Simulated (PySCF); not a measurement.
Checking a proposed structure

A compound C9H9F gives the data below (simulated from a calculation) and was assigned the structure `C[C@@]1(F)Cc2ccccc21`.

13C{1H} NMR (computed): δ 148.4 (CH), 144.0 (C), 142.6 (CH), 139.2 (CH), 109.6 (C), 105.9 (C), 81.6 (C), 24.1 (CH3), 6.5 (CH3).

1H NMR (400 MHz, computed): δ 6.47 (m, 1H), 6.44 (m, 1H), 6.41 (m, 1H), 2.37 (s, 3H), 1.53 (m, 3H).

Computational details: GIAO PBE0/pcSseg-1 shieldings, coordinates at the GFN2-xTB level, in PySCF 2.14 (fast rotation and ring inversion assumed for equivalent nuclei, isolated molecule, single conformer, non-relativistic Hamiltonian).

Shifts are taken against calculated references (same method and geometry level): 1H (σref 31.72) and 13C (σref 186.93) vs TMS.

Task: Compare with the shifts computed for the proposed structure, pairing carbons in order of shift.

Result: Atoms are numbered as in `[CH3:1][C@@:2]1([F:3])[CH2:4][c:5]2[cH:6][cH:7][cH:8][cH:9][c:10]21`. Hydrogens are named by the atom that carries them.

```json
{"atom": "C10", "computed for proposal": "154.5", "given list": "148.4", "difference": "+6.1"}
{"atom": "C5", "computed for proposal": "147.7", "given list": "144.0", "difference": "+3.7"}
{"atom": "C7", "computed for proposal": "135.5", "given list": "142.6", "difference": "-7.1"}
{"atom": "C8", "computed for proposal": "132.5", "given list": "139.2", "difference": "-6.7"}
{"atom": "C6", "computed for proposal": "129.0", "given list": "109.6", "difference": "+19.4"}
{"atom": "C9", "computed for proposal": "126.8", "given list": "105.9", "difference": "+20.9"}
{"atom": "C2", "computed for proposal": "98.1", "given list": "81.6", "difference": "+16.5"}
{"atom": "C4", "computed for proposal": "46.9", "given list": "24.1", "difference": "+22.8"}
{"atom": "C1", "computed for proposal": "26.2", "given list": "6.5", "difference": "+19.7"}
```

The rms difference is 15.4 ppm and the largest +22.8 ppm at C4 (sp3 CH2 on an aromatic ring). The carbon types in order of shift don't match either: C, C, CH, CH, CH, CH, C, CH2, CH3 for the proposal against CH, C, CH, CH, C, C, C, CH3, CH3 in the data. The proposal doesn't fit.

Task: Which isomer fits?

Result: SMILES C1=CC=C(C#CC)[C@@]1(C)F.

1. Carbon types of the structure: 4 × C, 3 × CH, 2 × CH3, which accounts for all hydrogens.
2. δC 148.4, 142.6, 139.2: alkene CH; as expected for a trigonal carbon in a double bond.
3. δC 144.0: fully substituted alkene carbon; the olefinic region.
4. δC 109.6, 81.6: alkyne carbon.
5. δC 105.9: allylic fully substituted sp3 carbon bonded to F; the inductive effect lowers its shielding.

The shifts were computed for this structure.

Splittings by 19F in the carbon and heteronuclear signals aren't shown, as no couplings were computed. Shifts are as computed. Against solution values, carbons near 30 ppm lie about +3 ppm off and those near 130 ppm about +5 ppm. Of 1309 compounds with measured shifts, 239 miss one by over three times the rms of a fit or turn the order of signals round; such compounds aren't used in these exercises. No couplings were computed; multiplicities are counted from neighbouring protons, with m where these are inequivalent, close in shift, in a saturated or five-membered ring or joined by F or P, and br s for small geminal =CH2 splittings.
